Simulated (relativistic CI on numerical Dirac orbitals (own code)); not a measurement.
## The 4-electron sequence from Cr²⁰⁺ to Tc³⁹⁺

Method of calculation: Dirac-Coulomb-Breit CI, orbitals from a KLI potential per configuration, model QED, unscaled Slater integrals (own radial code, finite nucleus).

Configuration list (outside the closed core 1s2): 2s², 2s2p, 2p², 2p3s, 2p3p, 2s3s, 2s3p. Levels of other configurations are missing.

Energies above each ion's lowest level, in eV. Levels are followed by their leading LS label, which can pass from one level to another where the coupling changes.

| Ion | 2s² ¹S0 | 2s2p ³P°0 | 2s2p ³P°1 | 2s2p ³P°2 | 2s2p ¹P°1 |
| --- | --- | --- | --- | --- | --- |
| Cr²⁰⁺ | 0 | 39.568 | 42.438 | 50.314 | 84.386 |
| Mn²¹⁺ | 0 | 41.435 | 44.778 | 54.3 | 89.533 |
| Fe²²⁺ | 0 | 43.31 | 47.165 | 58.595 | 94.953 |
| Co²³⁺ | 0 | 45.193 | 49.598 | 63.228 | 100.68 |
| Ni²⁴⁺ | 0 | 47.087 | 52.076 | 68.231 | 106.74 |
| Cu²⁵⁺ | ? | ? | ? | ? | ? |
| Zn²⁶⁺ | 0 | 50.907 | 57.158 | 79.472 | 120.01 |
| Ga²⁷⁺ | 0 | 52.836 | 59.758 | 85.781 | 127.31 |
| Ge²⁸⁺ | 0 | 54.78 | 62.393 | 92.596 | 135.09 |
| As²⁹⁺ | 0 | 56.741 | 65.062 | 99.958 | 143.4 |
| Se³⁰⁺ | 0 | 58.719 | 67.763 | 107.91 | 152.29 |
| Br³¹⁺ | 0 | 60.717 | 70.494 | 116.48 | 161.81 |
| Kr³²⁺ | 0 | 62.735 | 73.253 | 125.73 | 171.99 |
| Rb³³⁺ | 0 | 64.777 | 76.039 | 135.7 | 182.89 |
| Sr³⁴⁺ | 0 | 66.843 | 78.851 | 146.44 | 194.56 |
| Zr³⁶⁺ | 0 | 71.054 | 84.553 | 170.41 | 220.43 |
| Nb³⁷⁺ | 0 | 73.203 | 87.441 | 183.75 | 234.73 |
| Mo³⁸⁺ | 0 | 75.382 | 90.355 | 198.07 | 250.01 |
| Tc³⁹⁺ | 0 | 77.597 | 93.298 | 213.42 | 266.35 |

(1) Fill in the row of Cu²⁵⁺.

The lowest level keeps the configuration 2s² and J = 0 throughout.

Between Z = 40 and 43 the energy of 2s2p ³P°0 follows a local power law Z^1.2. For orientation: electrostatic splittings inside a shell grow about linearly with the screened charge, excitations that change n as its square, and fine structure as its fourth power; written in Z itself the exponents are larger, since the screened charge grows faster in proportion.

Answers

(1) 2s² ¹S0 0, 2s2p ³P°0 48.991, 2s2p ³P°1 54.597, 2s2p ³P°2 73.634, 2s2p ¹P°1 113.17 (eV).
